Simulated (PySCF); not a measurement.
C2H10FNSi2, SMILES [SiH3]CN[SiH2]CF. Geometry optimised at PBE-D3(BJ)/def2-SVP. This is a generated structure with no PubChem entry under its InChIKey; it may be hypothetical. One conformer was computed; it need not be the lowest.

Computed equilibrium geometry at PBE-D3(BJ)/def2-SVP (PySCF confirms it by a frequency run) as Cartesian coordinates in Å (one conformer of several):
```xyz
16

F     -2.7442     1.0431     0.9819
C     -2.5597    -0.2208     0.4136
Si    -1.2076    -0.1228    -0.9370
N      0.3669     0.3575    -0.3663
C      1.1919    -0.4246     0.5482
Si     3.0438    -0.2386     0.1200
H     -3.5257    -0.5782    -0.0165
H     -2.2785    -0.9439     1.2153
H     -1.6238     0.9078    -1.9464
H     -1.1167    -1.5018    -1.5450
H      0.5917     1.3551    -0.3857
H      1.0225    -0.1863     1.6278
H      0.9376    -1.5027     0.4403
H      3.9128    -0.9233     1.1437
H      3.3857     1.2290     0.1012
H      3.3233    -0.8131    -1.2408
```
